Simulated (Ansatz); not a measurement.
Species: CAuO, charge 0, doublet. CAuO (parent SMILES [Au]<-[C-]#[O+], doublet).
B3LYP-D3(BJ)/def2-TZVP minimum from Ansatz (an electronic-structure program):
```xyz
3

Au    -0.2354    -0.2309    -0.2070
O      1.7288     1.3581     1.4415
C      0.7949     1.2293     0.8037
```
Charge 0, spin multiplicity 2.

Wanted: atomisation energy (electronic, to ground-state atoms), in kcal/mol. Open shells are spin-unrestricted; no spin-orbit coupling. Correlated methods leave the cores frozen (noble-gas shells, and filled d and f shells in the p block). Past Kr the def2 sets carry scalar-relativistic core potentials. CBS(X,Y): correlation extrapolated as X^-3, Hartree-Fock from the larger set. A bracket is a step between two methods taken in the basis named. The spin of CAuO (parent SMILES [O+]#[C-]->[Au], doublet) was assumed, and the state is the lowest solution found for it.

CCSD(T)/CBS(def2-TZVPP,def2-QZVPP) + [CCSDT(Q) - CCSD(T)]/def2-SVP (Ansatz) gives 268.1 kcal/mol.

**Question.** How far off this value is PBE/def2-TZVPD (Ansatz), in which direction, and how far these levels: B3LYP/def2-TZVPD, PBE0/def2-TZVPD, wB97M-V/def2-TZVPD, B2PLYP/def2-TZVPD, CCSD(T)/CBS(def2-TZVPP,def2-QZVPP)?

**Answer.** PBE gives 289.0 kcal/mol, 20.9 kcal/mol above it. Differences of the others: B3LYP/def2-TZVPD (Ansatz) -3.2; PBE0/def2-TZVPD (Ansatz) 0.5; wB97M-V/def2-TZVPD (Ansatz) -1.4; B2PLYP/def2-TZVPD (Ansatz) -0.7; CCSD(T)/CBS(def2-TZVPP,def2-QZVPP) (Ansatz) -0.8 kcal/mol.
